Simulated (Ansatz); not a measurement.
Name a neutral molecule of C, N, Si and H with size of the dipole moment (ωB97M-V/def2-TZVPP) between 0.90 and 1.20 D and HOMO–LUMO gap (ωB97M-V/def2-TZVPP) between 10.05 and 10.35 eV (Ansatz, PBE0-D4/def2-TZVP geometry).

`C=C[SiH2]CN` (1.10 D, 10.29 eV); `C1=C[SiH2]N1` (1.11 D, 10.18 eV); `N[SiH]1C=CN1` (1.02 D, 10.20 eV); `NC1NC[SiH2]1` (1.11 D, 10.05 eV). Other molecules can fit too; these were computed, each in one conformer that needn't be the lowest.
